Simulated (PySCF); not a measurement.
## Continuum solvent and chemical shifts

Mapped SMILES: `[CH3:1][NH+:2]([CH3:3])[AlH2-:4][c:5]1[cH:6][cH:7][cH:8][s:9]1`. Hydrogens are named by the atom that carries them.

GIAO PBE0/pcSseg-1 in PySCF 2.14 on one PBE0-D3(BJ)/def2-SVP conformer, non-relativistic, equivalent nuclei averaged. Solvents enter as an IEF-PCM continuum (tetrahydrofuran with ε = 7.4, dimethylsulfoxide with ε = 46.8) around the gas-phase geometry. Shifts are referred to TMS, AlH4-, CS2 computed in the same medium.

In tetrahydrofuran, δ in ppm: C5 151.3, C6 145.5, C8 141.1, C7 134.0, C1/C3 38.7, Al4 54.0, S9 259.7, H(C8) 7.75, H(C6) 7.63, H(C7) 7.49, H(Al4) 3.91, H(C1)/H(C3) 2.39, H(N2) 1.90. Dipole moment 6.37 D.

Q: How does each δ change in the more polar medium?

A: 
| atoms | environment | Δδ, dimethylsulfoxide |
| --- | --- | --- |
| C5 | substituted aromatic carbon next to the ring sulfur | +0.2 |
| C6 | aromatic CH | +0.3 |
| C8 | aromatic CH next to the ring sulfur | +0.4 |
| C7 | aromatic CH | +0.4 |
| C1/C3 | methyl carbon bonded to N | +0.1 |
| Al4 | aluminium bonded to C, N, 2 H | -1.9 |
| S9 | aromatic ring sulfur | -0.9 |
| H(C8) | hydrogen on an aromatic CH next to the ring sulfur | +0.06 |
| H(C6) | hydrogen on an aromatic CH | +0.03 |
| H(C7) | hydrogen on an aromatic CH | +0.05 |
| H(Al4) | hydrogen on an aluminium bonded to C, N | -0.08 |
| H(C1)/H(C3) | hydrogen on a methyl carbon bonded to N | 0.00 |
| H(N2) | hydrogen on a donor nitrogen of a Lewis adduct | +0.17 |

Changes are relative to tetrahydrofuran. The dipole moment becomes 6.62 D in dimethylsulfoxide.

Q: Which nuclei move most (in ppm), and what does the model miss?

A: Al4 (aluminium bonded to C, N, 2 H, -1.9 ppm) in dimethylsulfoxide. A continuum only polarises the solute; specific hydrogen bonds, the anisotropy of aromatic solvents and changes of geometry or conformer are outside it.
